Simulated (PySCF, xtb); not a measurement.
C6H8, SMILES [C@H]1([C@@H](C1)C#C)C.

GFN2-xTB (xtb) at its own geometry gives an orbital gap of 6.23 eV and a dipole moment of 0.67 D.

Coordinates come from a B3LYP-D3(BJ)/def2-SVP optimisation. The structure was generated by enumeration; whether it is a known compound was not checked.

Task: What does PBE/def2-TZVP run with PySCF give? (An estimate is asked for; the answer gives what the named calculation found.)

Result: gap 5.81 eV (levels -5.94 and -0.13 eV), dipole 1.06 D.
